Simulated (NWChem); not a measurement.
# selenium dioxide (O2Se) in NWChem

```xyz
3

O      1.3523     0.0000     0.5852
Se     0.0000     0.0000    -0.2754
O     -1.3523     0.0000     0.5852
```
Charge 0, spin multiplicity 1.

All runs are NWChem calculations. All single points use one geometry, from PBE0/def2-SVP, a minimum by its harmonic frequencies.

Symmetry labels belong to the abelian group C2v used in the runs, with the axes of the coordinates shown; states degenerate in a higher group split over its labels.

The Hamiltonian is non-relativistic.

Question: List the lowest 3 singlet excitations that TD-PBE/def2-SVPD gives, with oscillator strengths.

Answer: 
```csv
state,symmetry,energy (eV),wavelength (nm),f
1,b2,3.15,394,0.002
2,a2,3.24,382,0.000
3,b1,5.08,244,0.038
```
